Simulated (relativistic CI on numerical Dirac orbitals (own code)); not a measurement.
# Line list: Electric-dipole lines, Nd25+

These numbers are calculated, not measured: Dirac-Coulomb-Breit CI, separate exchange-only KLI orbitals for each configuration, model QED (radiative potential, 1s self-energy scaled to tabulated hydrogen-like ionisation energies), unscaled Slater integrals (own radial code, finite nucleus).

Configurations in the expansion (outside the closed core [Ar] 3d10): 4s²4p⁵, 4s4p⁶, 4s²4p⁴4d, 4s4p⁵4d, 4s²4p⁴4f, 4s4p⁵4f, 4p⁶4d, 4s4p⁴4d², 4s²4p³4d4f, 4p⁶4f, 4s²4p⁴5s, 4p⁵4d², 4p⁴4d³, 4p⁴4d²4f, 4p⁴4d²5s. Double excitations out of closed p, d and f shells are left out; levels of such configurations are missing from the list, as are those of other unlisted configurations, and high levels can miss mixing partners.

```
λ vac (Å)                Lower                  Upper   A (s⁻¹)  E lower (eV)  E upper (eV)
   74.832      4s4p⁶ ²S1/2 [3]    4s4p⁵4d ²P°3/2 [66]  5.94e+11        89.522       255.205
   75.620      4s4p⁶ ²S1/2 [3]    4s4p⁵4d ²P°1/2 [65]  4.87e+11        89.522       253.479
   81.131    4s²4p⁵ ²P°3/2 [1]    4s²4p⁴4d ²D3/2 [28]  3.90e+11         0.000       152.820
   82.672    4s²4p⁵ ²P°3/2 [1]    4s²4p⁴4d ²D5/2 [27]  1.13e+12         0.000       149.971
   83.571    4s²4p⁵ ²P°1/2 [2]    4s²4p⁴4d ²D3/2 [31]  9.97e+11        28.932       177.291
   84.161    4s²4p⁵ ²P°3/2 [1]    4s²4p⁴4d ²P3/2 [26]  6.31e+11         0.000       147.318
   84.526    4s²4p⁵ ²P°3/2 [1]    4s²4p⁴4d ²S1/2 [25]  1.01e+12         0.000       146.681
   87.129   4s²4p⁴4d ⁴D3/2 [4]   4s²4p⁴4f ⁴D°3/2 [55]  2.24e+11        99.028       241.328
   87.419   4s²4p⁴4d ⁴D3/2 [4]   4s²4p⁴4f ⁴F°5/2 [54]  1.61e+11        99.028       240.855
   87.933   4s²4p⁴4d ⁴D5/2 [5]   4s²4p⁴4f ⁴F°5/2 [54]  1.57e+11        99.857       240.855
   88.881   4s²4p⁴4d ⁴D5/2 [5]   4s²4p⁴4f ⁴F°7/2 [50]  2.20e+11        99.857       239.352
   90.208  4s²4p⁴4d ²D3/2 [10]   4s²4p⁴4f ²F°5/2 [59]  2.24e+11       108.337       245.779
   90.363   4s²4p⁴4d ⁴F7/2 [7]   4s²4p⁴4f ⁴F°9/2 [51]  2.18e+11       102.277       239.484
   90.450   4s²4p⁴4d ⁴F7/2 [7]   4s²4p⁴4f ⁴F°7/2 [50]  1.31e+11       102.277       239.352
   90.531  4s²4p⁴4d ²G7/2 [18]   4s²4p⁴4f ²H°9/2 [71]  2.27e+11       132.309       269.260
   92.209   4s²4p⁴4d ²F7/2 [8]   4s²4p⁴4f ²G°9/2 [53]  2.45e+11       106.026       240.485
   92.525  4s²4p⁴4d ²F5/2 [21]   4s²4p⁴4f ²G°7/2 [73]  2.35e+11       136.906       270.906
   92.871  4s²4p⁴4d ⁴D7/2 [19]   4s²4p⁴4f ⁴G°9/2 [67]  2.60e+11       133.059       266.561
   93.280  4s²4p⁴4d ²D5/2 [12]   4s²4p⁴4f ²F°7/2 [62]  2.70e+11       115.799       248.715
   93.514   4s²4p⁴4d ⁴F9/2 [9]  4s²4p⁴4f ⁴G°11/2 [52]  2.52e+11       106.946       239.530
   93.605  4s²4p⁴4d ²F7/2 [24]   4s²4p⁴4f ²G°9/2 [77]  2.19e+11       142.524       274.978
   93.957  4s²4p⁴4d ²G9/2 [22]  4s²4p⁴4f ²H°11/2 [72]  2.44e+11       137.763       269.722
   94.306    4s²4p⁵ ²P°1/2 [2]    4s²4p⁴4d ²P1/2 [29]  7.96e+11        28.932       160.402
   97.295  4s²4p⁴4d ⁴F5/2 [14]   4s²4p⁴4f ²F°7/2 [60]  1.57e+11       118.911       246.341
   100.08    4s²4p⁵ ²P°1/2 [2]    4s²4p⁴4d ²D3/2 [28]  1.27e+11        28.932       152.820
   104.27    4s²4p⁵ ²P°3/2 [1]    4s²4p⁴4d ⁴F5/2 [14]  1.10e+11         0.000       118.911
   105.52    4s²4p⁵ ²P°3/2 [1]    4s²4p⁴4d ²D3/2 [13]  9.75e+10         0.000       117.498
   116.76   4s²4p⁴4d ²F7/2 [8]    4s4p⁵4d ²D°5/2 [41]  1.17e+11       106.026       212.217
   117.80  4s²4p⁴4d ²G9/2 [22]    4s4p⁵4d ²F°7/2 [57]  1.53e+11       137.763       243.016
   129.81   4s²4p⁴4d ⁴F9/2 [9]    4s4p⁵4d ⁴F°9/2 [36]  5.27e+10       106.946       202.454
```

Terms are leading LS components. Brackets give the number of a level in order of energy, since labels repeat. The list gives strong lines, with weight on those to low levels, without lines whose two gauges differ by over a factor of 2.5, among the lowest 200 of 2351 levels, so that lines to higher ones, which can be the strongest, are missing. Levels whose partners in the same complex of configurations lie outside the list can be far off, and so can their lines. Rates are taken at the computed energies, electric ones in the length gauge.

At this charge energies of transitions that change n are usually good to better than 1 %, and those within a shell (Δn = 0) to a few per cent.

LS names give the leading component of a level, which can be under half, so a name can repeat, a term be missing and a line seem to break the LS rules.
